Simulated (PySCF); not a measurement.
C₅H₇F, SMILES C1(C)CCC=1F.

Geometry: PBE0-D3(BJ)/def2-SVP. The structure was generated by enumeration, and PubChem lists no compound with its InChIKey, so it may never have been made.

Level of theory: TDDFT-PBE/def2-SVPD in PySCF.

Vertical excitations. The molecule is in vacuum. State labels are in the subgroup Cs.

```
state  symmetry  energy (eV)  λ (nm)      f           main pairs
-----  --------  -----------  ------  -----  -------------------
S1           A"         5.63     220  0.003    HOMO→LUMO+1 100 %
S2           A"         6.19     200  0.003     HOMO→LUMO+2 98 %
S3           A"         6.28     197  0.009     HOMO→LUMO+3 98 %
S4           A'         6.87     180  0.307       HOMO→LUMO 89 %
S5           A"         7.24     171  0.010     HOMO→LUMO+5 99 %
S6           A'         7.33     169  0.047     HOMO→LUMO+4 96 %
S7           A"         7.40     168  0.003     HOMO→LUMO+6 99 %
S8           A"         8.01     155  0.001     HOMO−1→LUMO 89 %
S9           A'         8.09     153  0.002  HOMO−1→LUMO+1 100 %
S10          A"         8.11     153  0.001     HOMO−2→LUMO 94 %
T1           A'         4.47     277      0       HOMO→LUMO 99 %
T2           A"         5.53     224      0    HOMO→LUMO+1 100 %
T3           A"         6.11     203      0     HOMO→LUMO+2 97 %
T4           A"         6.19     200      0     HOMO→LUMO+3 97 %
```
Triplets are in the Tamm–Dancoff approximation, which puts them higher than full response would, so one can lie above its singlet here.
